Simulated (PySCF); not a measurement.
Species: CH10Si3.
Numbering: `[SiH3:1][CH2:2][SiH2:3][SiH3:4]` (hydrogens: H5, H6, H7 on Si1; H8, H9 on C2; H10, H11 on Si3; H12, H13, H14 on Si4)

Cartesian coordinates in Å at the PBE0-D3(BJ)/def2-SVP level; atoms count from 1:
```
atom  x, y, z in Å
Si1   -1.864    0.276    0.677
C2    -1.182   -0.121   -1.031
Si3    0.525   -0.931   -1.039
Si4    2.087    0.343    0.168
H5    -3.250    0.830    0.590
H6    -1.893   -0.954    1.528
H7    -0.990    1.289    1.348
H8    -1.125    0.816   -1.612
H9    -1.888   -0.784   -1.559
H10    0.443   -2.293   -0.422
H11    1.015   -1.094   -2.445
H12    3.471   -0.167   -0.081
H13    1.813    0.273    1.637
H14    2.024    1.777   -0.257
```

The calculation used PBE0-D3(BJ)/def2-SVP geometry optimisation, gas phase in PySCF 2.14.0.

Masses are those of the commonest isotopes; rigid-rotor values at the optimised geometry. The values belong to one conformer with, in the numbering `[SiH3:1][CH2:2][SiH2:3][SiH3:4]`, Si1–C2–Si3–Si4 -54°.

(1) What are A, B and C (GHz)?

(2) What kind of rotor is it?

(3) Is it planar, by Δ = Ic − Ia − Ib?

(4) Give the other two planar moments, Paa and Pbb, and the rms extents of the mass along the axes.

(5) Where do the levels up to J = 4 lie, in MHz?

(6) Which lines would a microwave search look for?

(7) Estimate the classical rotational partition function at 50 K, 100 K and 500 K.

## Answers

(1) Ia = 111.10, Ib = 304.41, Ic = 382.40 u·Å²; 505379 MHz·u·Å²/I gives 4549, 1660 and 1322 MHz, that is A = 4.5488, B = 1.6602, C = 1.3216 GHz.

(2) An asymmetric top. Ray's parameter κ = (2B − A − C)/(A − C) = -0.790; −1 is the prolate and +1 the oblate limit.

(3) Not planar: Δ = Ic − Ia − Ib = -33.11 u·Å². For a rigid frame Δ = −2 Σ m c², so Σ m c² = 16.56 u·Å² lies off the ab plane: 11.62 from hydrogen and 4.93 from heavier atoms. The atom farthest from that plane is 1.66 Å away.

(4) Paa = Σ m a² = (Ib + Ic − Ia)/2 = 287.85 and Pbb = Σ m b² = (Ia + Ic − Ib)/2 = 94.54 u·Å². With the mass M = 106.01 u, the rms extents √(P/M) along a, b and c are 1.65, 0.94, 0.40 Å.

(5) Above 0(0,0):
J = 1: 1(0,1) 2982, 1(1,1) 5870, 1(1,0) 6209
J = 2: 2(0,2) 8917, 2(1,2) 11495, 2(1,1) 12511, 2(2,1) 21177, 2(2,0) 21205
J = 3: 3(0,3) 17752, 3(1,3) 19916, 3(1,2) 21946, 3(2,2) 30123, 3(2,1) 30262, 3(3,1) 45429, 3(3,0) 45430
J = 4: 4(0,4) 29410, 4(1,4) 31114, 4(1,3) 34490, 4(2,3) 42028, 4(2,2) 42437, 4(3,2) 57408, 4(3,1) 57418, 4(4,1) 78767, 4(4,0) 78767

(6) The dipole components are |μa| = 0.51 D, |μb| = 0.65 D, |μc| = 0.51 D. Intensities carry the squares of the components, which stand as 0.62 : 1.00 : 0.62 (a : b : c). Some lines, for components of 0.1 D or more:

```tsv
type	branch	J(Ka,Kc)	MHz	lower level (cm⁻¹)
b	R	3(1,2) ← 2(2,1)	769	0.706
b	Q	2(1,1) ← 2(0,2)	3594	0.297
b	Q	3(1,2) ← 3(0,3)	4194	0.592
b	R	3(0,3) ← 2(1,2)	6256	0.383
b	Q	2(2,0) ← 2(1,1)	8694	0.417
a	R	3(0,3) ← 2(0,2)	8834	0.297
c	R	2(1,1) ← 1(0,1)	9529	0.099
b	Q	3(2,2) ← 3(1,3)	10206	0.664
b	R	3(1,3) ← 2(0,2)	10999	0.297
c	R	3(1,2) ← 2(0,2)	13029	0.297
b	R	2(2,1) ← 1(1,0)	14968	0.207
c	R	2(2,0) ← 1(1,0)	14996	0.207
b	Q	3(3,1) ← 3(2,2)	15306	1.005
c	R	2(2,1) ← 1(1,1)	15307	0.196
b	R	3(2,2) ← 2(1,1)	17611	0.417
c	R	3(3,1) ← 2(2,1)	24252	0.706
```

(7) Point group C1, symmetry number σ = 1; q = (√π/σ)·√((kT/h)³/(ABC)), k/h = 20836.6 MHz/K: 18900 at 50 K, 53400 at 100 K, 597000 at 500 K.

No frequency check. No vibrational averaging or centrifugal distortion is included, and the geometry carries the error of its method. A rigid rotor knows nothing of internal rotation, which can split or shift real lines.
